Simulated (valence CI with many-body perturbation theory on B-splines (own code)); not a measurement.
Results of a calculation; reference values are marked as such.
**Level structure of Lu40+**

Method: valence CI with perturbative core correlation (CI+MBPT): three valence electrons over a frozen Dirac-Fock core [Ar] 3d10, a basis of 11 s, 11 p, 10 d, 8 f, 5 g, 2 h functions for each j, with the one-electron correlation potential Σ1 (screened to all orders), the two-electron term Σ2, the three-electron term Σ3, Breit, model QED; selected single and double excitations, second order for the rest, scaled by the run's own slope (own B-spline code, finite nucleus).

No measured spectrum was set against this ion. As an estimate, large intervals hold to a few tenths of a per cent, small ones and those within an open d or f shell to about a per cent.

Levels 181 to 196 of 196, with energies above the lowest level, (4s^2 4p1/2) J=1/2. "Leading %" is the weight of the configuration and term that name the level; weights of strongly mixed levels are sums over their largest components and can fall short. In the jj column 3d3/2^4 stands for four electrons in 3d with j = 3/2.

| No. | Configuration | Term | J | E (eV) | Leading % | Second component | Leading jj | g |
| --- | --- | --- | --- | --- | --- | --- | --- | --- |
| 181 | 4p 4d2 | 2F° | 7/2 | 727.80 | 16 | 15 % 4s 4d 4f 4D° | 4p3/2 4d5/2^2 (47 %) | 1.206 |
| 182 | 4s 4d 4f | 4D° | 5/2 | 728.54 | 46 | 12 % 4s 4d 4f 2F° | 4s 4d5/2 4f5/2 (61 %) | 1.217 |
| 183 | 4s 4d 4f | 2P° | 1/2 | 728.85 | 29 | 17 % 4p2 4f 4D° | 4s 4d5/2 4f5/2 (51 %) | 0.672 |
| 184 | 4s 4d 4f | 2F° | 7/2 | 729.65 | 20 | 19 % 4p 4d2 4D° | 4s 4d5/2 4f5/2 (50 %) | 1.175 |
| 185 | 4s 4d 4f | 2G° | 9/2 | 730.21 | 22 | 18 % 4p 4d2 4F° | 4p3/2 4d5/2^2 (28 %) | 1.140 |
| 186 | 4s 4d 4f | 4G° | 9/2 | 730.67 | 32 | 12 % 4p 4d2 2G° | 4s 4d5/2 4f7/2 (26 %) | 1.084 |
| 187 | 4p 4d2 | 2D° | 3/2 | 731.25 | 27 | 10 % 4p 4d2 4F° | 4p3/2 4d3/2 4d5/2 (64 %) | 1.027 |
| 188 | 4s 4d 4f | 4P° | 1/2 | 731.76 | 70 | 7 % 4s 4d 4f 4D° | 4s 4d5/2 4f5/2 (83 %) | 2.091 |
| 189 | 4p 4d2 | 2F° | 5/2 | 731.83 | 56 | 12 % 4p2 4f 2F° | 4p3/2 4d3/2 4d5/2 (64 %) | 0.933 |
| 190 | 4p 4d2 | 2G° | 7/2 | 731.84 | 16 | 13 % 4s 4d 4f 2G° | 4s 4d5/2 4f5/2 (33 %) | 1.057 |
| 191 | 4s 4d 4f | 4P° | 3/2 | 731.92 | 50 | 26 % 4s 4d 4f 4D° | 4s 4d5/2 4f5/2 (49 %) | 1.416 |
| 192 | 4s 4d 4f | 2H° | 11/2 | 732.01 | 48 | 14 % 4p2 4f 4G° | 4s 4d5/2 4f7/2 (56 %) | 1.142 |
| 193 | 4s 4d 4f | 2F° | 5/2 | 733.87 | 25 | 17 % 4p 4d2 2F° | 4p3/2 4d3/2 4d5/2 (34 %) | 1.041 |
| 194 | 4s 4d 4f | 4G° | 11/2 | 733.88 | 63 | 26 % 4p 4d2 4G° | 4s 4d5/2 4f7/2 (42 %) | 1.252 |
| 195 | 4s 4d 4f | 2F° | 5/2 | 735.85 | 30 | 12 % 4s 4d 4f 4P° | 4s 4d5/2 4f7/2 (48 %) | 1.125 |
| 196 | 4p 4d2 | 2P° | 1/2 | 736.19 | 54 | 12 % 4p2 4f 4D° | 4p3/2 4d3/2 4d5/2 (44 %) | 0.863 |

Where two levels of one J and parity lie close, their mixing, g and order are uncertain.
